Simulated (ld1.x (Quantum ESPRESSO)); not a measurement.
## An all-electron radial function and its pseudo partner (zinc (Zn))

Columns: radius, all-electron u(r) and pseudo u(r) of the 3d shell (level -11.33 eV) of zinc in the configuration [Ar] 3d10 4s1.5 4p0.5; PBEsol, scalar-relativistic, RRKJ scheme, ld1.x (Quantum ESPRESSO) 7.5.

| r (bohr) | all-electron | pseudo |
| --- | --- | --- |
| 0.145 | 0.2587 | 0.0424 |
| 0.290 | 0.7208 | 0.2819 |
| 0.435 | 0.9784 | 0.6967 |
| 0.580 | 1.0361 | 1.0647 |
| 0.725 | 0.9850 | 1.1872 |
| 0.870 | 0.8909 | 1.0664 |
| 1.015 | 0.7867 | 0.8590 |
| 1.160 | 0.6865 | 0.6975 |
| 1.305 | 0.5957 | 0.5958 |
| 1.450 | 0.5157 | 0.5157 |
| 1.595 | 0.4462 | 0.4462 |
| 1.740 | 0.3861 | 0.3861 |
| 1.885 | 0.3344 | 0.3344 |
| 2.030 | 0.2898 | 0.2898 |
| 2.175 | 0.2515 | 0.2515 |
| 2.320 | 0.2184 | 0.2184 |
| 2.465 | 0.1898 | 0.1898 |
| 2.610 | 0.1650 | 0.1650 |
| 2.755 | 0.1436 | 0.1436 |
| 2.900 | 0.1250 | 0.1250 |
| 3.045 | 0.1089 | 0.1089 |
| 3.190 | 0.0949 | 0.0949 |
| 3.335 | 0.0827 | 0.0827 |
| 3.480 | 0.0721 | 0.0721 |
| 3.625 | 0.0628 | 0.0628 |
| 3.770 | 0.0548 | 0.0548 |

(1) How many radial nodes do the two functions have?

(2) At about which radius was the pseudo-wave matched?

(3) Is the pseudo-wave norm-conserving?

Answers

(1) The all-electron 3d function has n − l − 1 = 0; the pseudo-wave has 0.

(2) 1.35 bohr, where the columns begin to agree (steps of 0.14 bohr).

(3) Yes: the RRKJ scheme keeps the norm inside the radius equal to the all-electron one, which fixes the energy derivative of the logarithmic derivative at the level.
